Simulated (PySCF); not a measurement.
## Dipole moment and polarisability of (OH)3Ti-NH-SiH3

Species: (OH)3Ti-NH-SiH3 (singlet state).
Cartesian coordinates in Å at the PBE0-D3(BJ)/def2-SVP level; atoms count from 1:
```xyz
13
H7NO3SiTi angstrom
Ti     0.8409    0.1582    0.7068
O     -0.4653    1.2333    1.2821
O      2.3717    0.9792    0.3030
O      1.1566   -1.1324    1.8956
N      0.0820   -0.5292   -0.8784
Si    -1.5802   -0.3061   -1.3480
H     -0.6503    2.1661    1.1404
H      3.2501    0.8857    0.6832
H      0.6172   -1.7994    2.3273
H      0.6912   -0.9634   -1.5689
H     -2.5214   -0.8241   -0.3080
H     -1.8333   -1.0516   -2.6231
H     -1.9286    1.1316   -1.5897
```

Level: PBE0/def2-SVPD (PySCF), static field, nuclei fixed, core orbitals frozen in the response. The polarisability tensor in these axes (au):

```
x   91.56  2.15 12.24
y    2.15 77.76  1.13
z   12.24  1.13 86.76
```

Question: What are the eigenvalues, a third of the trace, and Δα (Δα² = ½Σ(αi − αj)² over the three pairs)?

Answer: Principal values 76.46, 77.75 and 101.86 au; mean 85.36 au = 12.65 Å³ = 14.07 × 10⁻⁴⁰ C²·m²/J; Δα = 24.78 au (29 % of the mean).

Question: What is the dipole moment, and where does it point?

Answer: (1.05, -0.07, 0.46) D, 1.15 D in size, pointing from the negative to the positive side. Measured along this direction, the outermost atoms are H12 at the negative end and H8 at the positive end.

Question: What would n − 1 = 2πNα be for an ideal gas of these molecules at 273.15 K and 1 atm, electronic part alone?

Answer: N = p/kT = 2.6868 × 10¹⁹ cm⁻³, so n − 1 = 2π × N × 12.65 × 10⁻²⁴ cm³ = 2135 × 10⁻⁶ at long wavelengths.

Question: Form Σ f/ω² (atomic units) for the 15 lowest TDDFT singlets, given as eV and f, and set it beside the mean polarisability, which is this sum over all singlets: 4.35, 0.0019; 4.93, 0.0498; 5.43, 0.0006; 5.85, 0.0247; 5.92, 0.0270; 5.99, 0.0043; 6.00, 0.0019; 6.12, 0.0033; 6.21, 0.0040; 6.32, 0.0007; 6.41, 0.0016; 6.48, 0.0032; 6.66, 0.0115; 6.67, 0.0054; 6.82, 0.0011.

Answer: They add up to 3.38 au, 4.0 % of the 85.36 au; the largest single term is 1.52 au, from the state at 4.93 eV. Terms in order: 0.07, 1.52, 0.01, 0.54, 0.57, 0.09, 0.04, 0.06, 0.08, 0.01, 0.03, 0.06, 0.19, 0.09, 0.02 au. Higher excitations give the rest. The strengths listed sum to 0.141.

Question: Traceless (Buckingham) quadrupole moment about the centre of nuclear charge: eigenvalues?

Answer: -3.85, -0.35, 4.20 D·Å. The values depend on the origin, since the dipole doesn't vanish. The electronic extent ⟨r²⟩ about the same centre is 1100 bohr², a root-mean-square distance of 2.04 Å for the 74 electrons.

Geometry: PBE0-D3(BJ)/def2-SVP; no solvent, vibrations or thermal averaging.
